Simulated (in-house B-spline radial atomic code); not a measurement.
A run on As- that did not converge. Method: scalar-relativistic (X2C) Hartree-Fock, spin-polarised, averaged over the determinants with the given up and down occupations, Fermi nucleus of rms radius 4.0968 fm; computed with a B-spline radial code for spherical atoms.

Command:
```bash
python run_scf.py task.json out
```
Settings (nuclear radius in fm, mass in u):
```
Z                33
configuration    [Ar] 3d10 4s2 4p4
hamiltonian      x2c
method           hf
spin_polarised   True
nucleus          fermi
rms_radius       4.0968
atomic_mass      74.92159
speed_of_light   137.035999084
```

First and last ten iterations of the last attempt (damped for 15 steps, keeping 80 % of the old Fock matrix, then DIIS):
```
 iter        energy (Eh)    residual
    1       -2258.583487    4.18e-01
    2       -2258.988014    6.21e-02
    3       -2259.035432    4.02e-02
    4       -2259.055750    2.63e-02
    5       -2259.064565    1.88e-02
    6       -2259.068494    1.41e-02
    7       -2259.070328    1.06e-02
    8       -2259.071246    8.06e-03
    9       -2259.071752    6.15e-03
   10       -2259.072064    4.71e-03
  111       -2259.074231    2.93e-03
  112       -2259.074264    3.14e-03
  113       -2259.073873    9.53e-04
  114       -2259.073971    1.40e-03
  115       -2259.073898    1.07e-03
  116       -2259.073888    1.03e-03
  117       -2259.073928    1.20e-03
  118       -2259.073949    1.29e-03
  119       -2259.074014    1.65e-03
  120       -2259.073529    9.08e-04
 not converged after 120 iterations
```

The smallest residual met was 4.2e-04; the threshold is about 3e-07. No energy from this run should be used.Radii and densities under X2C are those of the two-component orbitals, without the picture-change correction, which makes inner s shells of heavy atoms about 5 % too small.
